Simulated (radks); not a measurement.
Zr4+, configuration [Kr].

Calculated with a radial shooting solver on a logarithmic mesh with Libxc functionals: non-relativistic Kohn-Sham, exchange-only PBE, spin-polarised, spherical densities, point nucleus; relativity is left out, which matters for an element this heavy.

Energy parts (Ry):
| part | energy |
|---|---|
| total | -7071.53706 |
| kinetic | 7071.53706 |
| electron-nucleus | -16735.52804 |
| Hartree | 2810.27049 |
| exchange | -217.81657 |

Orbitals (lengths in bohr, moments of r in powers of bohr):
orbital,occ.,eigenvalue (Ry),<r^4>
1s,2,-1283.549,9.618e-06
2s,2,-177.7627,0.001856
2p,6,-163.1790,0.001255
3s,2,-31.56456,0.09955
3p,6,-26.08939,0.1058
3d,10,-16.11302,0.1190
4s,2,-6.74565,4.150
4p,6,-5.23101,6.198

The highest occupied level is 4p at -71.172 eV. The electron density at the nucleus is 4.453e+04 e/bohr^3. Summed over all electrons, <r^2> = 20.08 bohr^2, which gives a Langevin (diamagnetic) susceptibility term of -15.9 x 10^-6 cm^3/mol.
